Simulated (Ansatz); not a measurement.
`C[SiH2][GeH2][Cl]`, relaxed with RKS PBE0-D4/def2-TZVP in Ansatz from a PBE-D4/def2-SVP geometry. The force threshold is 0.005 eV/Å; the program also tests the step.

Total charge 0; spin multiplicity 1.

Start:

```xyz
11

C     0.825    1.258    0.817
Si   -0.803    0.540    0.180
Ge   -0.348   -1.622   -0.748
Cl    1.408   -1.255   -2.034
H     1.196    0.688    1.692
H     0.704    2.318    1.118
H     1.589    1.199    0.016
H    -1.378    1.383   -0.928
H    -1.837    0.416    1.269
H     0.091   -2.700    0.285
H    -1.447   -2.225   -1.667
```

Question: How much energy does the relaxation release, and in how many steps? (Estimate.)

Answer: Computed: 3.88 kJ/mol, in 10 steps.

Question: Which bonds change most? (Estimate.)

Answer: Ansatz gave: Ge3–Cl4 from 2.207 to 2.177 Å; C1–Si2 from 1.889 to 1.870 Å; Si2–H8 from 1.506 to 1.487 Å; Si2–H9 from 1.507 to 1.490 Å.

Question: Give the relaxed structure. (Best estimate.)

Answer: Ansatz gave: 
```xyz
11

C     0.815    1.267    0.832
Si   -0.772    0.545    0.155
Ge   -0.339   -1.616   -0.749
Cl    1.357   -1.355   -2.088
H     1.196    0.663    1.657
H     0.651    2.284    1.196
H     1.577    1.298    0.050
H    -1.328    1.382   -0.941
H    -1.810    0.409    1.215
H     0.117   -2.663    0.283
H    -1.463   -2.215   -1.610
```
